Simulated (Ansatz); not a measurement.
`[OH2+][Cu-][Br]`. Total charge 0; spin multiplicity 1. For Cu the d shell is correlated and the shells below it are frozen. Correlated methods include outer-core shells of Br, which these sets cover unevenly. Scalar relativity is left out up to krypton.

```xyz
5

O    -0.5853    0.6257    0.6475
Cu    0.5089   -0.2771   -0.7137
Br    1.7343   -1.3147   -2.2231
H    -0.1864    0.6952    1.5205
H    -1.4715    0.2709    0.7688
```

Task: Give the diagnostics of a CCSD(T)/def2-TZVPP run (frozen core, the Gaussian-basis code of Ansatz). (An estimate is asked.)

Result: Computed: T1 = 0.0199, largest single amplitude 0.052, largest double 0.028, (T) share of the correlation energy 3.6 %, 14 CCSD cycles. The RHF solution is stable towards an unrestricted one. T1 lies under the customary mark of 0.02 for closed shells.
